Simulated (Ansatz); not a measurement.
Coupled-cluster diagnostics for Cd₂O₃H₂ (the lowest singlet isomer of a short search), Ansatz.

Geometry of the singlet (r2SCAN-D4/def2-SVP):

```xyz
7

Cd   -0.951   -0.784    1.247
Cd    1.589    0.135   -0.742
O     0.976   -0.700    0.919
O     2.333    0.824   -2.424
O    -2.860   -1.048    1.629
H    -3.275   -0.204    1.860
H     2.187    1.779   -2.488
```

In the def2 sets Cd takes a core potential; there is no spin–orbit coupling. Correlated methods freeze 3 core orbitals; core or outer-core shells of Cd are correlated, in sets that lack core-valence functions. The structure comes from a short search, and lower isomers may exist.

(1) Estimate the CCSD(T) correlation energy, the shares of MP2 and (T), T1 and the reference's ⟨S²⟩ for: charge 0, singlet, own geometry in def2-SVP; charge 1, doublet, vertical in def2-SVP; and the rough time on 4 threads of Arm Neoverse V1 on a shared host.

## Answers

(1) 
```json
{"state": "charge 0, singlet, own geometry", "basis": "def2-SVP", "correlation (eV)": "-36.449", "MP2 share (%)": "99.8", "(T) share (%)": "2.6", "T1": "0.020", "⟨S²⟩ (pure)": "0.00 (0.00)", "wall time": "33 s", "remarks": "large T1 (0.020)"}
{"state": "charge 1, doublet, vertical", "basis": "def2-SVP", "correlation (eV)": "-34.838", "MP2 share (%)": "98.5", "(T) share (%)": "2.4", "T1": "0.022", "⟨S²⟩ (pure)": "0.76 (0.75)", "wall time": "3.3 min", "remarks": "–"}
```
Customary marks for T1 are 0.02 (closed shells), 0.045 (open shells) and about 0.05 (3d metals). T1 exceeds 0.02 in 2 of 2 rows and 0.045 in 0; the higher it lies, the less the single-reference result can be trusted.
